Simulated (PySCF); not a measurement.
CH$_{3}$O (SMILES C[O]), doublet, geometry from GFN2-xTB; TPSS/aug-cc-pVDZ (PySCF).

PySCF was given this input:
```python
from pyscf import gto, scf, dft

mol = gto.M(
    atom='''
C     0.007376   -0.542581   -0.035516
O    -0.023996    0.767211    0.026174
H     1.056498   -0.912751    0.044622
H    -0.435222   -0.988122    0.886279
H    -0.473558   -0.981330   -0.927194
''',
    basis='aug-cc-pvdz',
    charge=0,
    spin=1,
    verbose=4,
)

mf = dft.UKS(mol)
mf.xc = 'tpss'
mf.kernel()
```

The log (banner, timings and long lists left out):

```
PySCF version 2.14.0

[INPUT] verbose = 4
[INPUT] num. atoms = 5
[INPUT] num. electrons = 17
[INPUT] charge = 0
[INPUT] spin (= nelec alpha-beta = 2S) = 1
[INPUT] symmetry False subgroup None
[INPUT] Mole.unit = angstrom
[INPUT] Symbol           X                Y                Z      unit          X                Y                Z       unit  Magmom
[INPUT]  1 C      0.007376000000  -0.542581000000  -0.035516000000 AA    0.013938619895  -1.025329490393  -0.067115513040 Bohr   0.0
[INPUT]  2 O     -0.023996000000   0.767211000000   0.026174000000 AA   -0.045345868085   1.449818669754   0.049461691584 Bohr   0.0
[INPUT]  3 H      1.056498000000  -0.912751000000   0.044622000000 AA    1.996491871151  -1.724849409923   0.084323359130 Bohr   0.0
[INPUT]  4 H     -0.435222000000  -0.988122000000   0.886279000000 AA   -0.822450383385  -1.867279957657   1.674824579953 Bohr   0.0
[INPUT]  5 H     -0.473558000000  -0.981330000000  -0.927194000000 AA   -0.894894924097  -1.854444937819  -1.752142724340 Bohr   0.0

nuclear repulsion = 35.1391225144348
number of shells = 31
number of NR pGTOs = 103
number of NR cGTOs = 73
basis = aug-cc-pvdz
ecp = {}

******** <class 'pyscf.dft.uks.UKS'> ********
method = UKS
initial guess = minao
damping factor = 0
level_shift factor = 0
DIIS = <class 'pyscf.scf.diis.CDIIS'>
diis_start_cycle = 1
diis_space = 8
diis_damp = 0
SCF conv_tol = 1e-09
SCF conv_tol_grad = None
SCF max_cycles = 50
direct_scf = True
direct_scf_tol = 1e-13
number electrons alpha = 9  beta = 8
XC library pyscf.dft.libxc version 7.1.2
    S. Lehtola, C. Steigemann, M. J. T. Oliveira, and M. A. L. Marques,  SoftwareX 7, 1–5 (2018)
XC functionals = tpss
    J. Tao, J. P. Perdew, V. N. Staroverov, and G. E. Scuseria,  Phys. Rev. Lett. 91, 146401 (2003)
    J. P. Perdew, J. Tao, V. N. Staroverov, and G. E. Scuseria,  J. Chem. Phys. 120, 6898 (2004)
    J. Tao, J. P. Perdew, V. N. Staroverov, and G. E. Scuseria,  Phys. Rev. Lett. 91, 146401 (2003)
    J. P. Perdew, J. Tao, V. N. Staroverov, and G. E. Scuseria,  J. Chem. Phys. 120, 6898 (2004)
radial grids:
    Treutler-Ahlrichs [JCP 102, 346 (1995); DOI:10.1063/1.469408] (M4) radial grids

becke partition: Becke, JCP 88, 2547 (1988); DOI:10.1063/1.454033
pruning grids: <function nwchem_prune>
grids dens level: 3
symmetrized grids: False
atomic radii adjust function: <function treutler_atomic_radii_adjust>
small_rho_cutoff = 0
Set gradient conv threshold to 3.16228e-05
tot grids = 57624
init E= -115.136083457497

cycle= 1 E= -115.005264731728  delta_E= 0.131  |g|= 0.398  |ddm|= 1.78
cycle= 2 E= -114.716572581207  delta_E= 0.289  |g|= 0.903  |ddm|= 1.09
cycle= 3 E= -115.083380354733  delta_E= -0.367  |g|= 0.0463  |ddm|= 0.88
cycle= 4 E= -115.084183423104  delta_E= -0.000803  |g|= 0.0306  |ddm|= 0.0597
cycle= 5 E= -115.08460959712  delta_E= -0.000426  |g|= 0.00702  |ddm|= 0.0266
cycle= 6 E= -115.084636248036  delta_E= -2.67e-05  |g|= 0.00165  |ddm|= 0.0092
cycle= 7 E= -115.084637785148  delta_E= -1.54e-06  |g|= 0.000285  |ddm|= 0.00185
cycle= 8 E= -115.084637836717  delta_E= -5.16e-08  |g|= 9.3e-05  |ddm|= 0.000374
cycle= 9 E= -115.084637843349  delta_E= -6.63e-09  |g|= 2.25e-05  |ddm|= 0.000126
cycle= 10 E= -115.084637843785  delta_E= -4.36e-10  |g|= 6.74e-06  |ddm|= 4.32e-05
Extra cycle  E= -115.084637843775  delta_E= 1.02e-11  |g|= 1.08e-05  |ddm|= 1.69e-05
converged SCF energy = -115.084637843775  <S^2> = 0.75373655  2S+1 = 2.0037331
```
